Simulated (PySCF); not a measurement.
Ionisation energy of Br²⁸⁺ by level of theory

Br²⁸⁺ [He] 2s2 2p3 [2p1/2^2 2p3/2^1, M_J = 3/2] → Br²⁹⁺ [He] 2s2 2p2 [2p1/2^2, M_J = 0], as a difference of total energies. All numbers are calculated (PySCF 2.14, the two-component X2C-1e Hamiltonian, in an even-tempered Gaussian basis (17 s from 9.7 bohr⁻², ratio 2.4; 12 p from 13 bohr⁻², ratio 2.4; 5 d from 46 bohr⁻², ratio 2.6; 4 f from 69 bohr⁻², ratio 2.6)). Correlated levels: nothing frozen; the 34 highest virtual spinors dropped. "Screened" scales the spin-orbit matrix elements by Boettger's factors to mimic the two-electron term; Breit and QED terms are absent.

```tsv
method	ionisation energy (eV)
GHF (spin-free)	3202.2
GMP2 (spin-free)	3202.0
GHF (screened spin-orbit)	3172.0
GMP2 (screened spin-orbit)	3170.8
```

For this ion Breit and QED terms and the two-electron picture change, all absent here, outweigh the correlation shift from GHF to GMP2.

The spin-free rows relax to the high-spin LS determinant and lack the spin-orbit shift.

The labels give the starting determinants; with spin-orbit coupling the two ends relaxed to ⟨J²⟩ = 3.76, ⟨L²⟩ = 1.29, ⟨S²⟩ = 2.34 and ⟨J²⟩ = 0.00, ⟨L²⟩ = 1.33, ⟨S²⟩ = 1.33.

For comparison: 3169 ± 24 eV (semi-empirical (NIST evaluation); NIST Atomic Spectra Database, ionization energies).
